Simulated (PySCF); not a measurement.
A calculated (UHF, PySCF 2.14, dyall-acv3z, the spin-free X2C one-electron Hamiltonian (Gaussian nucleus)) atom or ion has these occupied shells.

| shell | electrons | orbital energy (eV) | rms radius, mean of both spins (bohr) |
| --- | --- | --- | --- |
| 1s α | 1 | -2502.7 | 0.112 |
| 1s β | 1 | -2502.4 | 0.112 |
| 2s α | 1 | -237.55 | 0.516 |
| 2s β | 1 | -237.31 | 0.516 |
| 2p α | 3 | -173.15 | 0.491 |
| 2p β | 3 | -172.71 | 0.491 |
| 3s α | 1 | -17.383 | 1.92 |
| 3s β | 1 | -14.539 | 1.92 |
| 3p α | 3 | -3.491 | 2.60 |
| 3p β | 2 | -2.311 | 2.60 |

Q: Name the element and its charge.

A: S⁻ (sulfur, charge -1), in [Ne] 3s2 3p5, 2P determinant.
